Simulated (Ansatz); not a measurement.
**Worked example: vertical ionisation energy of GeCNClF (SMILES N#[C][Ge]([F])[Cl])**

GeCNClF: 5 atoms, total charge 0, spin state doublet. As SMILES, `N#[C][Ge]([F])[Cl]`. Geometry: relaxed at PBE0-D4/def2-TZVP.

```xyz
5

N     1.1698   -1.3329    1.5570
C     0.6477   -0.7550    0.7073
Ge   -0.0632    0.1272   -0.8534
F    -1.7221   -0.3430   -0.9134
Cl    0.0175    2.2301   -0.5390
```

Both states at this one shape; open shells run unrestricted unless said. 1 Eh = 27.2114 eV.

```tsv
level	program	doublet GeCNClF (Eh)	singlet GeCNClF+ (Eh)
UHF/STO-3G	Ansatz	-2695.549726	-2695.252073
UHF/3-21G	Ansatz	-2713.409471	-2713.023143
U-r2SCAN/cc-pVDZ	Ansatz	-2729.774539	-2729.394558
UHSE06/cc-pVDZ	Ansatz	-2729.273794	-2728.892895
```

Task: Work out the vertical ionisation energy at each level.

Result: 
1. UHF/STO-3G: -2695.252073 − (-2695.549726) = 0.297653 Eh = 8.10 eV.
2. UHF/3-21G: -2713.023143 − (-2713.409471) = 0.386328 Eh = 10.51 eV.
3. U-r2SCAN/cc-pVDZ: -2729.394558 − (-2729.774539) = 0.379981 Eh = 10.34 eV.
4. UHSE06/cc-pVDZ: -2728.892895 − (-2729.273794) = 0.380899 Eh = 10.36 eV.

No measured value is set beside it here; the levels span 8.10 to 10.51 eV. Minimal sets are far from the basis-set limit. All-electron rows are non-relativistic unless named.
